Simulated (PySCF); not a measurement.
# Radial density of Nd⁵⁹⁺ (neodymium, charge +59)

UHF, 1s1, 2S determinant. Computed with PySCF 2.14 in an uncontracted even-tempered set (15 s from 140 bohr⁻², ratio 2.2; 7 p from 210 bohr⁻², ratio 2.4; 4 d from 640 bohr⁻², ratio 2.4; 3 f from 960 bohr⁻², ratio 2.4; 3 g from 1400 bohr⁻², ratio 2.4), with the non-relativistic Hamiltonian (point nucleus).

| r (bohr) | 4πr²ρ (e/bohr) | 4πr²(ρα − ρβ) |
| --- | --- | --- |
| 0.000434 | 0.1546 | 0.1546 |
| 0.000730 | 0.4222 | 0.4222 |
| 0.00123 | 1.125 | 1.1250 |
| 0.00207 | 2.879 | 2.8787 |
| 0.00348 | 6.877 | 6.8770 |
| 0.00585 | 14.64 | 14.6398 |
| 0.00983 | 25.67 | 25.6699 |
| 0.0165 | 32.48 | 32.4787 |
| 0.0278 | 23.74 | 23.7357 |
| 0.0468 | 6.891 | 6.8909 |
| 0.0787 | 0.4233 | 0.4233 |
| 0.132 | 0.001815 | 0.0018 |

A non-relativistic calculation at this Z misses sizeable relativistic shifts.
